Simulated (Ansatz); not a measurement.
`O[SiH](F)I` → HI + `O[Si]F` at 700 K and 1 bar (silylene formation by 1,1-elimination).

Calculated with Ansatz (gas phase, PBE0-D4/def2-TZVP geometries, no zero-point term in ΔE). CCSD(T)/CBS is the MP2 limit (def2-TZVPP, def2-QZVPP) plus CCSD(T) − MP2 in def2-TZVPP, frozen cores. This one scheme is used for every species. Elements past krypton have def2 core potentials. For I outer-core shells are correlated without core-valence functions, which leaves a few kJ/mol of doubt a bond. One conformer a species, not always the lowest.

| species | CCSD(T)/CBS energy (Eh) | H − E (kJ/mol) | S (J/(mol·K)) |
| --- | --- | --- | --- |
| `O[SiH](F)I` | -762.85028 | 127.1 | 410.4 |
| HI | -298.03592 | 34.6 | 231.7 |
| `O[Si]F` | -464.72778 | 80.2 | 319.6 |

H − E and S are ideal-gas, rigid-rotor, harmonic terms from PBE0-D4/def2-TZVP, for one conformer and one mirror image of each species. 1 Eh = 2625.50 kJ/mol, R = 8.31446 J/(mol·K).

Question: By hand: ΔE, ΔH, ΔS and ΔG.

Answer: ΔE = (-298.03592) + (-464.72778) − (-762.85028) = 0.08658 Eh = 227.3 kJ/mol. Δ(H − E) = 34.6 + 80.2 − 127.1 = -12.3, so ΔH = 215.0 kJ/mol. ΔS = 231.7 + 319.6 − 410.4 = 140.9 J/(mol·K). ΔG = 215.0 − 700 × (140.9)/1000 = 116.4 kJ/mol.

Question: By hand: the equilibrium constant, and the temperature at which ΔG would vanish if ΔH and ΔS stayed fixed.

Answer: log₁₀ K = −ΔG/(RT ln 10) = -8.7. ΔG = 0 at ΔH/ΔS = 1526 K.

The number of gas molecules changes by +1, which sets the sign of ΔS. A doubt of 5 kJ/mol in ΔE shifts log₁₀ K by 0.4 here. Other conformers and mirror images would add mixing entropy, several J/(mol·K) or more a flexible species. These are equilibria of isolated gas molecules and say nothing of rates. Largest T1 diagnostic: 0.015 (customary marks: 0.02 for closed shells, 0.045 for open ones).
